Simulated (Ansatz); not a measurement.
Computed with Ansatz on PBE0-D4/def2-TZVP structures; ΔE is electronic, products minus reactants. CCSD(T)/CBS adds triple-zeta CCSD(T) − MP2 to the extrapolated MP2 energy (def2 sets, frozen cores). Functionals use def2-TZVPP. B3LYP here is the variant with VWN-RPA as its local correlation; programs differ in this. One conformer a species, not always the lowest.

`OB(F)[SiH2]S` + `O[SiH2][O][AlH2]` → `[AlH2][O][SiH2]S` + `O[SiH2]B(O)F`  (redistribution)

```csv
level,ΔE (kcal/mol),difference from CCSD(T)/CBS
PBE-D4,4.0,-0.4
r2SCAN-D4,4.4,0.0
PBE0-D4,4.3,-0.1
B3LYP-D4,4.0,-0.4
ωB97X-V,4.2,-0.2
ωB97M-V,4.4,0.0
B2PLYP,4.3,-0.1
r2SCAN,4.4,0.0
B3LYP,4.1,-0.3
HF/def2-TZVPP,4.3,-0.1
CCSD/def2-TZVPP,4.5,0.1
HF/def2-QZVPP,4.3,-0.1
MP2/def2-QZVPP,4.5,0.1
SCS-MP2/def2-QZVPP,4.3,-0.1
HF/CBS(def2),4.3,-0.1
CCSD/CBS(def2),4.4,0.0
CCSD(T)/CBS,4.4,0
```

Largest T1 diagnostic among the species: 0.013.
